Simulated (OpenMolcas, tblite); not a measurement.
## C2H4AlFO (SMILES C=C[O][AlH][F]): the vertical ionisation energy, rung by rung

The species is C2H4AlFO (9 atoms), meant as a singlet with charge 0. As SMILES, `C=C[O][AlH][F]`. Geometry: relaxed at PBE0-D4/def2-TZVP. This is one conformer, not always the lowest.

Quantity: the vertical ionisation energy (to the doublet cation), in eV. The values are calculated.

```tsv
level	kind	program	value (eV)
IPEA1-xTB	semi-empirical	tblite	13.93
HF/def2-SVP	Hartree–Fock	OpenMolcas	8.14
SVWN5/def2-SVP	LDA	OpenMolcas	9.45
revPBE/def2-SVP	GGA	OpenMolcas	9.08
r2SCAN/def2-SVP	meta-GGA	OpenMolcas	9.16
B3LYP/def2-SVP	global hybrid	OpenMolcas	9.23
PBE0/def2-SVP	global hybrid	OpenMolcas	9.22
```

The values span 8.14 to 13.93 eV. The xTB values lack the empirical shift that such differences need.
